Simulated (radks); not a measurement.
Q: All-electron atom: the arsenic ion As0.5+ in [Ar] 3d10 4p(up 1.5, down 1.5) 4s(up 1, down 0.5) (fractional occupations, a model configuration). Method: scalar-relativistic Kohn-Sham, r2SCAN, spin-polarised, spherical densities, finite nucleus; meta-GGA in the generalised Kohn-Sham scheme; Fermi nuclear charge, rms radius 4.0968 fm; computed with a radial shooting solver on a logarithmic mesh with Libxc functionals. Some entries of the table are withheld. Estimate them.

orbital  occ.  eigenvalue (hartree)  <r^2> (bohr^2)  <1/r> (bohr^-1)
1s up       1             -432.0756        0.002788            33.46
1s down     1             -432.0739        0.002788            33.46
2s up       1             -55.31267         0.04838            7.385
2s down     1             -55.31216         0.04838            7.385
2p up       3             -48.45137         0.03846            7.221
2p down     3             -48.45041         0.03846            7.221
3s up       1              -7.40125          0.4108            2.388
3s down     1              -7.39909          0.4107            2.388
3p up       3              -5.25168          0.4463            2.232
3p down     3              -5.24925          0.4459            2.232
3d up       5              -1.73387             (1)            1.908
3d down     5              -1.72974             (2)            1.911
4s up       1              -0.74019           4.166           0.6884
4s down   0.5              -0.70677           4.280           0.6816
4p up     1.5                   (3)           6.437              (4)
4p down   1.5                   (5)           6.802              (6)

A: 
(1) 3d up <r^2> (bohr^2): 0.5791
(2) 3d down <r^2> (bohr^2): 0.5748
(3) 4p up eigenvalue (hartree): -0.36354
(4) 4p up <1/r> (bohr^-1): 0.5518
(5) 4p down eigenvalue (hartree): -0.34197
(6) 4p down <1/r> (bohr^-1): 0.5376
